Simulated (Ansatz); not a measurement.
Gas-phase electronic energies from Ansatz, PBE0-D4/def2-TZVP geometries. CBS: MP2 limit from def2 TZ/QZ plus the TZ coupled-cluster correction, frozen cores. DFT in def2-TZVPP. B3LYP here is the variant with VWN-RPA as its local correlation; programs differ in this. HSE06 is defined as in plane-wave codes. Elements past krypton have def2 core potentials. For Nb outer-core shells are correlated without core-valence functions, which leaves a few kJ/mol of doubt a bond. One conformer a species, not always the lowest.

Reaction (formal exchange of groups at the Nb–F bond): `[O]=[Nb]([OH])([F])[Cl]` + `CC(C)(O)F` → `[O]=[Nb]([OH])([OH])[Cl]` + `CC(C)(F)F`

Problem. Is it downhill or uphill in electronic energy at CCSD(T)/CBS, and by how much? (An estimate is asked.)

Solution. The calculation gave: Uphill: ΔE = +0.27 eV.

Problem. What do these levels give: BLYP, B3LYP, HSE06, CAM-B3LYP, HF/def2-SVP, MP2/def2-TZVPP? (Estimate.)

Solution. Ansatz gave: BLYP 0.27, B3LYP 0.26, HSE06 0.27, CAM-B3LYP 0.26, HF/def2-SVP 0.22, MP2/def2-TZVPP 0.27 eV.

Largest T1 diagnostic among the species: 0.022, so the coupled-cluster value is less sure than usual.

In def2-TZVPP, CCSD(T) changes the Hartree–Fock value by +0.05 eV (the triples alone add +0.01 eV) and MP2 by +0.06 eV. Leaving LDA and LC-ωPBE aside and taking each functional with its dispersion term where it has one, the values, not all of them listed here, spread over 0.08 eV, from BHLYP-D4 to revPBE-D4.
